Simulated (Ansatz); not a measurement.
Computed with Ansatz on PBE0-D4/def2-TZVP structures; ΔE is electronic, products minus reactants. CBS: MP2 limit from def2 TZ/QZ plus the TZ coupled-cluster correction, frozen cores. This one scheme is used for every species, atoms too. DFT in def2-TZVPP. B3LYP here is the variant with VWN-RPA as its local correlation; programs differ in this. No spin–orbit coupling; open shells (•) take unrestricted orbitals. Spin–orbit coupling would lower the free atoms: a little for C; clearly for Ge. Bonds to Ge are less sure, by a few kJ/mol each and by 10 to 20 or more in all where they break to atoms, as the def2 sets lack core-valence functions. Scalar relativity is left out up to krypton. One conformer a species, not always the lowest.

Reaction (atomization): `[GeH3][CH2]N1C=C1` → 3 C• + Ge• + 7 H• + N•

| level | ΔE (kJ/mol) | difference from CCSD(T)/CBS |
| --- | --- | --- |
| PBE-D4 | 4318.0 | 118.8 |
| ωB97M-V | 4201.1 | 1.9 |
| B2PLYP | 4149.3 | -49.9 |
| PBE | 4293.3 | 94.1 |
| r2SCAN | 4195.3 | -3.9 |
| PBE0 | 4201.8 | 2.6 |
| B3LYP | 4157.0 | -42.2 |
| HF/def2-TZVPP | 2875.0 | -1324.2 |
| MP2/def2-TZVPP | 4147.2 | -52.0 |
| SCS-MP2/def2-TZVPP | 4136.3 | -62.9 |
| CCSD(T)/def2-TZVPP | 4089.8 | -109.4 |
| HF/def2-QZVPP | 2879.4 | -1319.8 |
| MP2/def2-QZVPP | 4211.6 | 12.4 |
| SCS-MP2/def2-QZVPP | 4211.3 | 12.1 |
| HF/CBS(def2) | 2880.2 | -1319.0 |
| MP2/CBS(def2) | 4256.7 | 57.5 |
| CCSD(T)/CBS | 4199.2 | 0 |

Largest T1 diagnostic among the species: 0.011.

From PBE to PBE0 (25 % exact exchange), in def2-TZVPP and without D4, ΔE moves by −91.5 kJ/mol: exact exchange takes away binding that semilocal exchange gives to molecules. In def2-TZVPP, CCSD(T) changes the Hartree–Fock value by +1214.8 kJ/mol (the triples alone add +79.7 kJ/mol) and MP2 by +1272.3 kJ/mol; breaking electron pairs costs correlation energy, which Hartree–Fock lacks. The D4 term adds +39.7 kJ/mol with B3LYP and +20.9 kJ/mol with PBE0; it sums over pairs of atoms, weighted by their polarisabilities, and B3LYP, whose exchange is more repulsive, gets the larger term.

For atomizations the MP2-based limit and the directly extrapolated one differ by several kJ/mol either way, and by 10 to 25 for some Ge, Se and Sn compounds, so smaller differences from it don't rank the levels.
